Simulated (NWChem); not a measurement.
System meant: ZrH4O; SMILES [OH][ZrH3]

The following NWChem deck was run.

```
start job
memory heap 200 mb stack 900 mb global 1100 mb
geometry units angstroms noautoz
  Zr     0.000895     0.317729     0.000003
  O      0.000685    -1.562225    -0.000651
  H      0.006885    -2.520170    -0.001288
  H     -1.146950     0.868801     1.354951
  H      1.748918     0.865990     0.317214
  H     -0.597012     0.869175    -1.671965
end
basis spherical
  * library def2-svp
end
dft
  xc b3lyp
  iterations 150
  mulliken
end
task dft energy
```

End of the output:

```
             Northwest Computational Chemistry Package (NWChem) 7.3.0
             --------------------------------------------------------

 C1  symmetry detected

                             Geometry "geometry" -> ""
                             -------------------------

 Output coordinates in angstroms (scale by  1.889725989 to convert to a.u.)

  No.       Tag          Charge          X              Y              Z
 ---- ---------------- ---------- -------------- -------------- --------------
    1 Zr                  40.0000    -0.00003125     0.31205297    -0.00003572
    2 O                    8.0000    -0.00039008    -1.56790103    -0.00062841
    3 H                    1.0000     0.00279018    -2.52584776     0.00441375
    4 H                    1.0000    -1.74386684     0.86390629    -0.33411341
    5 H                    1.0000     0.58269876     0.85997921     1.67835634
    6 H                    1.0000     1.16274838     0.86305173    -1.34220053

 Effective nuclear repulsion energy (a.u.)     141.2565674229

                                 NWChem DFT Module
                                 -----------------

 Summary of "ao basis" -> "ao basis" (spherical)
 ------------------------------------------------------------------------------
       Tag                 Description            Shells   Functions and Types
 ---------------- ------------------------------  ------  ---------------------
 Zr                         def2-svp                11       31   5s3p2d1f
 O                          def2-svp                 6       14   3s2p1d
 H                          def2-svp                 3        5   2s1p

            General Information
            -------------------
          SCF calculation type: DFT
          Wavefunction type:  closed shell.
          No. of atoms     :     6
          No. of electrons :    52
           Alpha electrons :    26
            Beta electrons :    26
          Charge           :     0
          Spin multiplicity:     1
          Use of symmetry is: off; symmetry adaption is: off
          Maximum number of iterations: 150
          AO basis - number of functions:    65
                     number of shells:    29
          Convergence on energy requested:  1.00D-06
          Convergence on density requested:  1.00D-05
          Convergence on gradient requested:  5.00D-04

              XC Information
              --------------
                         B3LYP Method XC Potential
                     Hartree-Fock (Exact) Exchange  0.200
                        Slater Exchange Functional  0.800 local
                    Becke 1988 Exchange Functional  0.720 non-local
              Lee-Yang-Parr Correlation Functional  0.810
                  VWN I RPA Correlation Functional  0.190 local

             Grid Information
             ----------------
          Grid used for XC integration:  medium
          Radial quadrature: Mura-Knowles
          Angular quadrature: Lebedev.
          Tag              B.-S. Rad. Rad. Pts. Rad. Cut. Ang. Pts.
          ---              ---------- --------- --------- ---------
          Zr                  1.55      123          10.0       590
          O                   0.60       49           9.0       434
          H                   0.35       45          11.0       434
          Grid pruning is: on
          Number of quadrature shells:   352
          Spatial weights used:  Erf1

      Superposition of Atomic Density Guess
      -------------------------------------

 Sum of atomic energies:        -743.38802919

      Non-variational initial energy
      ------------------------------

 Total energy =    -745.929144
 1-e energy   =   -1294.875406
 2-e energy   =     407.689695
 HOMO         =      -1.666261
 LUMO         =      -1.666192

     ---------------------------------------------
      Total Density - Mulliken Population Analysis
     ---------------------------------------------

    Atom       Charge   Shell Charges
 -----------   ------   -------------------------------------------------------
    1 Zr  40    46.00   2.00  2.03  2.11  1.58 -0.37  6.10  7.52  0.04 10.70 -0.32 14.61
    2 O    8     7.03   1.99  1.05  0.55  2.29  1.16 -0.01
    3 H    1     0.20   0.18  0.00  0.02
    4 H    1    -0.38   0.28 -0.55 -0.11
    5 H    1    -0.45   0.22 -0.55 -0.12
    6 H    1    -0.40   0.27 -0.55 -0.11

[...]
```

**Question.** Can this run be used? If not, why, and what is the fix?

**Answer.** The run ends normally but its numbers are meaningless: the def2 basis of a heavy element holds valence functions alone and wants its effective core potential (without it all electrons must fit into that basis). This input runs:
```
start job
memory heap 200 mb stack 900 mb global 1100 mb
geometry units angstroms noautoz
  Zr     0.000895     0.317729     0.000003
  O      0.000685    -1.562225    -0.000651
  H      0.006885    -2.520170    -0.001288
  H     -1.146950     0.868801     1.354951
  H      1.748918     0.865990     0.317214
  H     -0.597012     0.869175    -1.671965
end
basis spherical
  * library def2-svp
end
ecp
  Zr library def2-ecp
end
dft
  xc b3lyp
  iterations 150
  mulliken
end
task dft energy
```
It converges to -124.63720 Ha (B3LYP/def2-SVP with def2 effective core potentials on Zr). The faulty run gave -774.040 Ha, with all electrons squeezed into the valence basis.
